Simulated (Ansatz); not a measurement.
```yaml
crystal:
  periodic: [false, false, false]
  atoms:
    - {symbol: O, position_ang: [-0.493116, -1.838718, 0.431184]}
    - {symbol: Mo, position_ang: [0.114344, -0.131968, 0.069562]}
    - {symbol: O, position_ang: [0.888942, 0.247104, 1.710989]}
    - {symbol: O, position_ang: [1.089866, 1.147171, -0.887087]}
    - {symbol: O, position_ang: [-1.141791, -0.065648, -1.353454]}
    - {symbol: O, position_ang: [-1.228425, 0.931798, 0.948153]}
    - {symbol: F, position_ang: [1.629171, -1.181567, -0.517317]}
    - {symbol: H, position_ang: [-0.011332, -2.596706, 0.083056]}
    - {symbol: H, position_ang: [0.458577, 0.844871, 2.331401]}
    - {symbol: H, position_ang: [1.897838, 0.846384, -1.315762]}
    - {symbol: H, position_ang: [-1.094732, 0.731009, -1.892368]}
    - {symbol: H, position_ang: [-2.032441, 1.011071, 0.425644]}
basis:
  gaussian: {orbitals: cc-pVTZ-DK}
hamiltonian: {xc: {name: HF}}
correlation: {method: ccsd, diis_vectors: 1}
```

```sh
$ ansatz run in.yaml --threads 2 --pin off --events-out ev --progress --plain --max-ram 32768MiB --backend cuda --devices 0, --max-vram 18GiB
```

It prints (some lines left out):

```
Functional definition: HF
  name "HF"
  cite "Fock, Z. Phys. 61, 126 (1930) doi:10.1007/BF01340294"
  parent pbe
  exchange = exact_x
  correlation = 0
2083 factors; integrals over basis functions are off by at most 7.8e-4 eV
mean field evaluation 1: about -123072.1737 eV, gradient 9.8e1 eV
mean field evaluation 2: about -123072.2879 eV, gradient 9.8e1 eV
mean field evaluation 4: about -123087.1341 eV, gradient 1.5e1 eV
mean field evaluation 8: about -123087.5153 eV, gradient 9.5e-1 eV
mean field -123087.52103806 eV, -4523.3829664303 hartree, gradient 5.7e-6 eV, S^2 0.000000; 0 other end points of the search recorded, 0 dependent functions left out
20 core orbitals not correlated: weight in the atoms' cores, before any rotation towards them, 1.000 or more for the frozen orbitals, at most 0.000 for the correlated occupied ones
reference -123087.52103806 eV, -4523.3829664303 hartree; 28, 28 occupied and 279, 279 virtual orbitals, 2083 factors
second order -57.13720517 eV of doubles, -0.00000000 eV of singles
cycle   1  -52.58765891 eV  change     4.5e0 eV  update   3.5e-1
cycle   2  -54.96478574 eV  change    -2.4e0 eV  update   2.5e-1
cycle   3  -55.42648489 eV  change   -4.6e-1 eV  update   6.5e-2
cycle   4  -55.34304210 eV  change    8.3e-2 eV  update   3.4e-2
cycle   5  -55.45846416 eV  change   -1.2e-1 eV  update   1.5e-2
cycle   6  -55.44224266 eV  change    1.6e-2 eV  update   8.6e-3
cycle   7  -55.43870008 eV  change    3.5e-3 eV  update   5.7e-3
cycle   8  -55.45716509 eV  change   -1.8e-2 eV  update   3.7e-3
cycle   9  -55.44552373 eV  change    1.2e-2 eV  update   3.0e-3
cycle  10  -55.45352856 eV  change   -8.0e-3 eV  update   1.8e-3
cycle  11  -55.45312999 eV  change    4.0e-4 eV  update   1.5e-3
cycle  12  -55.45432923 eV  change   -1.2e-3 eV  update   1.1e-3
cycle  13  -55.45344098 eV  change    8.9e-4 eV  update   6.7e-4
cycle  14  -55.45423801 eV  change   -8.0e-4 eV  update   5.3e-4
cycle  15  -55.45423178 eV  change    6.2e-6 eV  update   2.1e-4
cycle  16  -55.45415951 eV  change    7.2e-5 eV  update   1.2e-4
cycle  17  -55.45423568 eV  change   -7.6e-5 eV  update   6.3e-5
cycle  18  -55.45417289 eV  change    6.3e-5 eV  update   6.0e-5
Total energy: -123142.97521094 eV, -4525.4208696957 hartree
Relativity: scalar
```

Run time 23 s (2 threads of an AMD EPYC 7R13 on a shared host and a share of an NVIDIA H100 80 GB); peak host memory 2.1 GiB.
